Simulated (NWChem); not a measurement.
Species: ZnH₂O₂ cation, doublet; SMILES of the neutral closed-shell parent [OH][Zn][OH]

```xyz
5

Zn     0.0000     0.0000    -0.2514
O     -1.7966     0.0000    -0.4235
H     -2.3842     0.0000     0.3704
O      1.7966     0.0000    -0.4235
H      2.3842     0.0000     0.3704
```
Atoms are numbered in this order, from 1.

Level: PBE-D3(BJ)/def2-SVP, spin-unrestricted (NWChem), optimised geometry, unscaled harmonic frequencies. In the optimisation the excess spin sits in a2 (C2v, its own frame). The spin multiplicity was typed, not searched, and may not be the lowest.

```csv
frequency (cm⁻¹),IR intensity (km/mol)
130,1.0
136,28.1
421,0.0
522,2.7
636,3.4
666,317.7
710,77.2
3597,745.3
3610,140.4
```

The zero-point energy comes out as 14.9 kcal/mol and the thermal correction to the enthalpy at 298.15 K (with zero-point energy) is 18.7 kcal/mol. The heat capacity Cv is 15.1 cal/(mol K) and the entropy at 298.15 K and 1 atm (symmetry number 2, electronic part: spin degeneracy alone) is 69.4 cal/(mol K).

Rigid rotor and harmonic oscillator.
